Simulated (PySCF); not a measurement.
ZnCl₃⁻ (singlet). All numbers come from PySCF, PBE0, basis Zn def2-SVPD, Cl def2-SVPD (no relativity, density fitting).

Harmonic bands of its minimum:

```
ω (cm⁻¹)  IR (km/mol, summed over degenerate members)  degeneracy
     101                                         17.4           2
     123                                         19.8           1
     294                                          0.0           1
     351                                          187           2
```

Problem. The central atom is Zn. Infer the point group and assign the bands.

Solution. D3h. The modes span 2e' + a2'' + a1': 101 e', 123 a2'', 294 a1', 351 e'. The computed geometry has Zn–Cl 2.233 Å (×3); Cl–Zn–Cl 120.0° (×3).

This need not be the most stable arrangement of these atoms. The lowest empty level of this anion is unbound, so it and the gap depend on the basis.
